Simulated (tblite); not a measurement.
Species: C6H14OSSi.
Geometry (GFN2-xTB, Å), atoms numbered from 1 in this order:
```
atom  x, y, z in Å
C1    -3.0862    1.0363    0.2131
C2    -1.7226    0.5673   -0.2778
C3    -1.2201   -0.6354    0.5186
C4     0.1592   -1.0826    0.0561
C5     0.7614   -2.2771    0.8009
S6     2.4044   -1.4835    0.9341
C7     1.3089   -0.1085    0.3510
O8     1.7391    0.6006   -0.7248
Si9    3.1109    1.4534   -0.9462
H10   -3.8208    0.2397    0.1160
H11   -3.0361    1.3307    1.2591
H12   -3.4278    1.8900   -0.3666
H13   -1.7874    0.2957   -1.3336
H14   -1.0005    1.3819   -0.1932
H15   -1.9165   -1.4701    0.4035
H16   -1.1796   -0.3798    1.5810
H17    0.1479   -1.2681   -1.0217
H18    0.3374   -2.4294    1.7920
H19    0.7924   -3.2177    0.2574
H20    1.1178    0.5488    1.2087
H21    4.2808    0.5891   -0.8163
H22    2.8352    1.9126   -2.2973
H23    3.1976    2.5328    0.0418
```

Computed values, GFN2-xTB/tblite, gas phase, harmonic and unscaled. Against measured fundamentals such values can be off by several per cent, at times by over 20. Modes of hydrogen on silicon can be 10 to 20 % off. One conformer, not necessarily the lowest.

Harmonic wavenumbers (cm⁻¹): 34.0, 49.4, 72.3, 76.0, 114.6, 131.6, 160.7, 230.8, 271.2, 287.6, 360.2, 389.6, 466.8, 542.1, 600.8, 642.9, 721.2, 736.1, 758.6, 783.3, 795.1, 817.7, 827.9, 867.0, 886.3, 945.2, 962.4, 1018.8, 1067.5, 1100.4, 1110.7, 1118.6, 1139.2, 1153.1, 1182.2, 1200.4, 1232.2, 1251.3, 1277.1, 1283.2, 1314.0, 1338.8, 1369.1, 1416.6, 1451.6, 1491.4, 1498.2, 1503.8, 1505.8, 2230.5, 2286.8, 2348.6, 2870.6, 2954.1, 2961.8, 2971.4, 2977.3, 2990.6, 2994.0, 3014.8, 3031.8, 3035.2, 3044.4.

A = 1419, B = 735.0, C = 508.9 MHz; mass 162.053 u (most abundant isotopes); point group C1, symmetry number 1.

Task: Zero-point energy?

Result: Half the sum of the wavenumbers: 40634 cm⁻¹ = 486.08 kJ/mol.

Task: What is S at 298.15 K and 1 bar for an ideal gas of classical rigid rotors and harmonic oscillators?

Result: Translation 172.31, rotation 128.79, vibration 164.46: S = 465.6 J/(mol K).

Task: And Cp and H(298.15 K) − H(0)?

Result: Cp = 188.39 J/(mol K), of which vibrations give 155.14 (their classical limit is 63 R = 523.8); H(298.15 K) − H(0) = 34.16 kJ/mol without the zero-point energy, 24.25 from vibrations.

Task: How do the functions run with temperature in this model?

Result: 
| T (K) | S (J/(mol K)) | Cp (J/(mol K)) | H − H(0) (kJ/mol) | G − H(0) (kJ/mol) | ln q(vib) |
| --- | --- | --- | --- | --- | --- |
| 50 | 266.4 | 68.6 | 2.45 | -10.87 | 1.07 |
| 100 | 322.4 | 94.6 | 6.57 | -25.68 | 3.04 |
| 373.15 | 512.1 | 227.3 | 49.77 | -141.32 | 12.44 |
| 500 | 586.9 | 285.0 | 82.39 | -211.07 | 16.49 |
| 750 | 719.0 | 366.0 | 164.53 | -374.75 | 24.19 |
| 1000 | 832.0 | 418.6 | 263.05 | -568.99 | 31.38 |

q(vib) and H(0) count from the zero-point level.

Task: What must be added to the electronic energy to get the Gibbs energy at 298.15 K and 1 bar?

Result: ZPE + [H(298.15 K) − H(0)] − T·S = 486.08 + 34.16 − 138.81 = 381.43 kJ/mol.

Task: Which modes carry the vibrational entropy at 298.15 K?

Result: 34.0 cm⁻¹: 23.35; 49.4 cm⁻¹: 20.26; 72.3 cm⁻¹: 17.11; 76.0 cm⁻¹: 16.70; 114.6 cm⁻¹: 13.34; 131.6 cm⁻¹: 12.23 J/(mol K); the other 57 give 61.47 together.

Task: Blend soft modes into free rotors: weight 1/[1 + (100 cm⁻¹/ν̃)⁴] for the oscillator and the rest for a rotor with moment μB/(μ + B), μ = h/(8π²ν), B = 10⁻⁴⁴ kg m². What vibrational entropy results?

Result: 145.77 J/(mol K) in place of 164.46, which changes −T·S at 298.15 K by +5.57 kJ/mol.

Hindered rotation and anharmonicity are outside this model. Other conformers, if any are populated, would add a mixing term that is left out. The structure is chiral; the term R ln 2 for an equal mix with its mirror image is left out.

The run took 1.2 s wall on Arm Neoverse V1, one thread, no GPU, on a shared host. The figure is for the frequency step alone.
